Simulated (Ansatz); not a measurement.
Consider the hydrogenolysis of a Ge–S bond: `O[CH](Cl)[GeH2][SH]` + H₂ → `O[CH](Cl)[GeH3]` + H₂S.

Computed with Ansatz on PBE0-D4/def2-TZVP structures; ΔE is electronic, products minus reactants. CBS: MP2 limit from def2 TZ/QZ plus the TZ coupled-cluster correction, frozen cores. This one scheme is used for every species. Functionals use def2-TZVPP. B3LYP here is the variant with VWN-RPA as its local correlation; programs differ in this. HSE06 is defined as in plane-wave codes. For Ge outer-core shells are correlated without core-valence functions, which leaves a few kJ/mol of doubt a bond. Scalar relativity is left out up to krypton. One conformer a species, not always the lowest.

```json
{"level": "LDA (SPW92)", "ΔE (kcal/mol)": "7.2", "difference from CCSD(T)/CBS": "-0.6"}
{"level": "PBE-D4", "ΔE (kcal/mol)": "9.0", "difference from CCSD(T)/CBS": "1.2"}
{"level": "revPBE-D4", "ΔE (kcal/mol)": "9.9", "difference from CCSD(T)/CBS": "2.1"}
{"level": "BLYP-D4", "ΔE (kcal/mol)": "8.8", "difference from CCSD(T)/CBS": "1.0"}
{"level": "r2SCAN-D4", "ΔE (kcal/mol)": "8.9", "difference from CCSD(T)/CBS": "1.1"}
{"level": "B97M-V", "ΔE (kcal/mol)": "6.6", "difference from CCSD(T)/CBS": "-1.2"}
{"level": "PBE0-D4", "ΔE (kcal/mol)": "8.3", "difference from CCSD(T)/CBS": "0.5"}
{"level": "r2SCANh-D4", "ΔE (kcal/mol)": "8.7", "difference from CCSD(T)/CBS": "0.9"}
{"level": "r2SCAN0-D4", "ΔE (kcal/mol)": "8.3", "difference from CCSD(T)/CBS": "0.5"}
{"level": "HSE06-D4", "ΔE (kcal/mol)": "8.3", "difference from CCSD(T)/CBS": "0.5"}
{"level": "BHLYP-D4", "ΔE (kcal/mol)": "7.3", "difference from CCSD(T)/CBS": "-0.5"}
{"level": "CAM-B3LYP-D4", "ΔE (kcal/mol)": "6.2", "difference from CCSD(T)/CBS": "-1.6"}
{"level": "ωB97X-V", "ΔE (kcal/mol)": "7.2", "difference from CCSD(T)/CBS": "-0.6"}
{"level": "ωB97M-V", "ΔE (kcal/mol)": "7.5", "difference from CCSD(T)/CBS": "-0.3"}
{"level": "B2PLYP", "ΔE (kcal/mol)": "7.0", "difference from CCSD(T)/CBS": "-0.8"}
{"level": "PBE-QIDH", "ΔE (kcal/mol)": "8.0", "difference from CCSD(T)/CBS": "0.2"}
{"level": "PBE", "ΔE (kcal/mol)": "7.5", "difference from CCSD(T)/CBS": "-0.3"}
{"level": "revPBE", "ΔE (kcal/mol)": "7.1", "difference from CCSD(T)/CBS": "-0.7"}
{"level": "BLYP", "ΔE (kcal/mol)": "5.8", "difference from CCSD(T)/CBS": "-2.0"}
{"level": "PBE0", "ΔE (kcal/mol)": "6.9", "difference from CCSD(T)/CBS": "-0.9"}
{"level": "B3LYP", "ΔE (kcal/mol)": "5.5", "difference from CCSD(T)/CBS": "-2.3"}
{"level": "r2SCANh", "ΔE (kcal/mol)": "8.2", "difference from CCSD(T)/CBS": "0.4"}
{"level": "r2SCAN0", "ΔE (kcal/mol)": "7.8", "difference from CCSD(T)/CBS": "0.0"}
{"level": "BHLYP", "ΔE (kcal/mol)": "5.0", "difference from CCSD(T)/CBS": "-2.8"}
{"level": "CAM-B3LYP", "ΔE (kcal/mol)": "4.8", "difference from CCSD(T)/CBS": "-3.0"}
{"level": "LC-ωPBE", "ΔE (kcal/mol)": "5.7", "difference from CCSD(T)/CBS": "-2.1"}
{"level": "RPA@PBE/def2-TZVPP", "ΔE (kcal/mol)": "6.4", "difference from CCSD(T)/CBS": "-1.4"}
{"level": "HF/def2-SVP", "ΔE (kcal/mol)": "1.6", "difference from CCSD(T)/CBS": "-6.2"}
{"level": "MP2/def2-SVP", "ΔE (kcal/mol)": "6.7", "difference from CCSD(T)/CBS": "-1.1"}
{"level": "CCSD/def2-SVP", "ΔE (kcal/mol)": "3.8", "difference from CCSD(T)/CBS": "-4.0"}
{"level": "CCSD(T)/def2-SVP", "ΔE (kcal/mol)": "4.6", "difference from CCSD(T)/CBS": "-3.2"}
{"level": "HF/def2-TZVPP", "ΔE (kcal/mol)": "3.3", "difference from CCSD(T)/CBS": "-4.5"}
{"level": "MP2/def2-TZVPP", "ΔE (kcal/mol)": "9.7", "difference from CCSD(T)/CBS": "1.9"}
{"level": "CCSD/def2-TZVPP", "ΔE (kcal/mol)": "6.1", "difference from CCSD(T)/CBS": "-1.7"}
{"level": "HF/def2-QZVPP", "ΔE (kcal/mol)": "3.0", "difference from CCSD(T)/CBS": "-4.8"}
{"level": "MP2/def2-QZVPP", "ΔE (kcal/mol)": "9.9", "difference from CCSD(T)/CBS": "2.1"}
{"level": "SCS-MP2/def2-QZVPP", "ΔE (kcal/mol)": "8.2", "difference from CCSD(T)/CBS": "0.4"}
{"level": "HF/CBS(def2)", "ΔE (kcal/mol)": "3.0", "difference from CCSD(T)/CBS": "-4.8"}
{"level": "MP2/CBS(def2)", "ΔE (kcal/mol)": "10.2", "difference from CCSD(T)/CBS": "2.4"}
{"level": "CCSD/CBS(def2)", "ΔE (kcal/mol)": "6.6", "difference from CCSD(T)/CBS": "-1.2"}
{"level": "CCSD(T)/CBS", "ΔE (kcal/mol)": "7.8", "difference from CCSD(T)/CBS": "0"}
```

Largest T1 diagnostic among the species: 0.011.

At CCSD(T), def2-SVP lies −3.2 kcal/mol from the extrapolated value and def2-TZVPP −0.5 kcal/mol. Leaving LDA and LC-ωPBE aside and taking each functional with its dispersion term where it has one, the values spread over 3.7 kcal/mol, from CAM-B3LYP-D4 to revPBE-D4.

CCSD(T)/CBS has its own doubt, a few kJ/mol and more with outer-core shells, so smaller differences from it don't rank the levels.
